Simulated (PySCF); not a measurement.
**How methods differ on the excitation energy of In²⁺**

In²⁺ [Kr] 4d10 5s1 (2S) → In²⁺ [Kr] 4d9 5s2 (2D), as a difference of total energies. All numbers are calculated (PySCF 2.14, the spin-free X2C one-electron Hamiltonian (Gaussian nucleus), in x2c-TZVPPall). Correlated levels: valence and next inner shell: [Ar] 3d10 frozen. The calculations carry no spin-orbit coupling.

| method | excitation energy (eV) |
| --- | --- |
| UHF | 15.033 |
| MP2 (valence and next inner shell) | 14.657 |
| SCS-MP2 (valence and next inner shell) | 14.525 |
| CCSD (valence and next inner shell) | 14.528 |
| CCSD(T) (valence and next inner shell) | 14.487 |

Problem. How much does correlation contribute at CCSD(T) (valence and next inner shell)?

Solution. 14.487 − (15.033) = -0.546 eV, measured against UHF.
